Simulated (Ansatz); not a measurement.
Program: Ansatz. Geometries: PBE0-D4/def2-TZVP. ΔE: electronic, gas phase. CCSD(T)/CBS is the MP2 limit (def2-TZVPP, def2-QZVPP) plus CCSD(T) − MP2 in def2-TZVPP, frozen cores. This one scheme is used for every species. DFT in def2-TZVPP. Triplets are unrestricted, without spin–orbit coupling. One conformer a species, not always the lowest.

Consider the formal loss of a carbene: `CBN[SiH2]C` → `CBN[SiH3]` + `[CH2]` (triplet).

| level | ΔE (eV) | difference from CCSD(T)/CBS |
| --- | --- | --- |
| LDA (SPW92) | 5.75 | 0.74 |
| PBE-D4 | 5.07 | 0.06 |
| r2SCAN-D4 | 4.80 | -0.21 |
| r2SCAN0-D4 | 4.75 | -0.26 |
| CAM-B3LYP-D4 | 4.97 | -0.04 |
| ωB97X-V | 5.10 | 0.09 |
| ωB97M-V | 5.04 | 0.03 |
| B2PLYP | 4.89 | -0.12 |
| PBE-QIDH | 4.97 | -0.04 |
| PBE0 | 4.92 | -0.09 |
| r2SCANh | 4.75 | -0.26 |
| CCSD/def2-SVP | 4.62 | -0.39 |
| MP2/def2-TZVPP | 5.03 | 0.02 |
| SCS-MP2/def2-TZVPP | 5.00 | -0.01 |
| HF/def2-QZVPP | 3.42 | -1.59 |
| SCS-MP2/def2-QZVPP | 5.09 | 0.08 |
| CCSD(T)/CBS | 5.01 | 0 |

Largest T1 diagnostic among the species: 0.012.

The D4 term adds +0.12 eV with B3LYP and +0.07 eV with PBE0; it sums over pairs of atoms, weighted by their polarisabilities, and B3LYP, whose exchange is more repulsive, gets the larger term. From BLYP to BHLYP (50 % exact exchange), in def2-TZVPP and without D4, ΔE moves by −0.05 eV. In def2-TZVPP, CCSD(T) changes the Hartree–Fock value by +1.46 eV (the triples alone add +0.12 eV) and MP2 by +1.61 eV.

B3LYP here is the variant with VWN-RPA as its local correlation; programs differ in this.
